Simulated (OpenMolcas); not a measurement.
**P: CASPT2 settings compared**

| Property | Result |
| --- | --- |
| Program | OpenMolcas |
| Basis | ANO-R2 [5s4p3d1f] |
| Scalar Hamiltonian | X2C, finite nucleus |
| Active space | 5 electrons in 4 orbitals (3s 3p) |
| State averaging | 2S+1 = 4 odd, 1 root; 2S+1 = 2 odd, 8 roots kept (CI in the orbitals of an earlier block); 2S+1 = 4 even, 3 roots |
| Spin-orbit coupling | RASSI with atomic mean-field integrals over the reference wave functions, term energies averaged over their components |

Methods on the same reference wave functions:
A. CASSCF
B. SS-CASPT2, IPEA 0.2 Eh, sigma1 regulariser 0.4 Eh (closed shells correlated: 2s 2p)
C. SS-CASPT2, IPEA 0.4 Eh, real shift 0.05 Eh (closed shells correlated: 2s 2p)
D. XMS-CASPT2, IPEA 0.4 Eh, imaginary shift 0.3 Eh (closed shells correlated: 2s 2p)

Energies in cm-1 above 3s2 3p3 4S* 3/2, the measured ground level; measured values from NIST Handbook of Basic Atomic Spectroscopic Data.

```
          Level      A      B      C      D  Measured
3s2 3p3 4S* 3/2    0.0    0.0    0.0    0.0       0.0
3s2 3p3 2D* 3/2  15586  12330  12090  12020     11361
3s2 3p3 2D* 5/2  15597  12330  12100  12030     11377
3s2 3p3 2P* 1/2  21082  19810  19580  19440     18723
3s2 3p3 2P* 3/2  21086  19810  19580  19440     18748
  3s 3p4 4P 5/2  66917  64110  64130  61100     59535
  3s 3p4 4P 3/2  67113  64300  64330  61300     59716
  3s 3p4 4P 1/2  67231  64420  64450  61410     59820
```

Deviations, from unrounded energies. A percentage is the sum of absolute deviations over the sum of measured energies, with the sign that they share, or ± where signs differ.

| Against measurement | Levels | A | B | C | D |
| --- | --- | --- | --- | --- | --- |
| mean absolute deviation (cm-1) | 7 | 5000 | 2500 | 2400 | 1100 |
| other terms of the ground configuration (%) | 4 | +21.8 | +6.8 | +5.2 | +4.5 |
| other configurations (%) | 3 | +12.4 | +7.7 | +7.7 | +2.6 |

D lies closest to measurement on these levels and A furthest from it. The largest miss of D in the table is 3s 3p4 4P 1/2, by +1600 cm-1. The ranking rests on the paired levels alone, and a cruder setting can come out closer through cancelling errors.

Among B to D the level of the table that moves most is 3s 3p4 4P 5/2, by 3000 cm-1 (lowest in D, highest in C). Moves below CASPT2's spread within the term are not significant.

From A to B the spin-free energies of the other terms of 3s2 3p3 shown, above 4S*, scale by factors of 0.79 to 0.94.

The lowest spin-free term lies below A's lowest term by 0.285 hartree in B, 0.276 hartree in C, 0.276 hartree in D.

Term energies are means over components that CASPT2 splits; among the terms shown or strongly mixed into the levels shown the widest spread is 640 cm-1 (3s2 3p3 2D*, D). Terms from blocks run as CI alone lack orbitals of their own. Terms of s pⁿ other than that of highest spin mix with s² pⁿ⁻² d, which this space lacks; all of them can be thousands of cm-1 off, and some have no real level of that name. Without dynamic correlation excited terms often stand tens of per cent too high (terms of higher spin than the ground term too low), and those without a measured partner can miss by more than the paired ones (holds for A). Measured partners are found by configuration, term and J. A level has none where our copy of the source lacks it or the pairing is in doubt (some pairs that miss far off the trend of their configuration count as doubtful), and it then counts in no deviation. Only configurations of the active space appear.

* marks odd parity.
